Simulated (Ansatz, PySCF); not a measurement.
Gas-phase reaction (SMILES): C[Si](Cl)(Cl)Cl [trichloro(methyl)silane] + F (HF) -> F[Si](Cl)(Cl)Cl [trichloro(fluoro)silane] + C (CH4); hydrogen fluoride cleaves one Si-C bond, a model of a ligand-exchange step.

Geometries: B3LYP-D3(BJ)/def2-TZVP minima from Ansatz (a quantum-chemistry and plane-wave program). Correlated levels leave the core frozen unless marked. No spin-orbit coupling. No relativistic terms. CBS marks a two-point X^-3 extrapolation of the correlation energy; Hartree-Fock from the larger set. [CCSD(T)-MP2]/basis is that difference in the basis named. Thermal terms are rigid-rotor harmonic-oscillator values from B3LYP-D3(BJ) frequencies (Ansatz or PySCF) at 298.15 K and 1 atm. 1 Eh = 627.5095 kcal/mol.

```json
[
 {"species": "C[Si](Cl)(Cl)Cl", "E, RI-MP2/CBS(aug-cc-pV(T+d)Z,aug-cc-pV(Q+d)Z)+[CCSD(T)-MP2]/aug-cc-pV(T+d)Z (Ansatz) (Eh)": "-1708.44181", "E, r2SCAN-D4/def2-TZVPD (Ansatz + dftd4) (Eh)": "-1710.11811", "H - E (Eh)": "0.05054", "G - E (Eh)": "0.01081"},
 {"species": "F (HF)", "E, RI-MP2/CBS(aug-cc-pV(T+d)Z,aug-cc-pV(Q+d)Z)+[CCSD(T)-MP2]/aug-cc-pV(T+d)Z (Ansatz) (Eh)": "-100.39388", "E, r2SCAN-D4/def2-TZVPD (Ansatz + dftd4) (Eh)": "-100.44728", "H - E (Eh)": "0.01259", "G - E (Eh)": "-0.00713"},
 {"species": "F[Si](Cl)(Cl)Cl", "E, RI-MP2/CBS(aug-cc-pV(T+d)Z,aug-cc-pV(Q+d)Z)+[CCSD(T)-MP2]/aug-cc-pV(T+d)Z (Ansatz) (Eh)": "-1768.42254", "E, r2SCAN-D4/def2-TZVPD (Ansatz + dftd4) (Eh)": "-1770.11597", "H - E (Eh)": "0.01555", "G - E (Eh)": "-0.02216"},
 {"species": "C (CH4)", "E, RI-MP2/CBS(aug-cc-pV(T+d)Z,aug-cc-pV(Q+d)Z)+[CCSD(T)-MP2]/aug-cc-pV(T+d)Z (Ansatz) (Eh)": "-40.46129", "E, r2SCAN-D4/def2-TZVPD (Ansatz + dftd4) (Eh)": "-40.49957", "H - E (Eh)": "0.04840", "G - E (Eh)": "0.02728"}
]
```

### Question
Work out ΔE and ΔH, ΔG, ΔS and the equilibrium constant at 298.15 K at the first level, then ΔH at the second.

### Answer

1. ΔE = [(-1768.42254) + (-40.46129)] - [(-1708.44181) + (-100.39388)] = -0.04814 Eh = -30.2 kcal/mol at RI-MP2/CBS(aug-cc-pV(T+d)Z,aug-cc-pV(Q+d)Z)+[CCSD(T)-MP2]/aug-cc-pV(T+d)Z.
2. The terms H - E add up to 0.00082 Eh, so ΔH = (-0.04814 + (0.00082))×627.5095 = -29.7 kcal/mol.
3. The terms G - E add up to 0.00144 Eh, so ΔG = -29.3 kcal/mol, and ΔS = (0.00082 - (0.00144))×627509.5/298.15 = -1.3 cal/(mol K).
4. log10 K = -ΔG/(RT ln 10) = 21.5, with RT ln 10 = 1.3642 kcal/mol.
5. At r2SCAN-D4/def2-TZVPD the same steps give ΔE = -31.5 and ΔH = -31.0 kcal/mol, a shift of -1.3 from the first level.
6. These values are not checked against measurement here, since the tables used lack a sound gas-phase enthalpy of formation for at least one species.
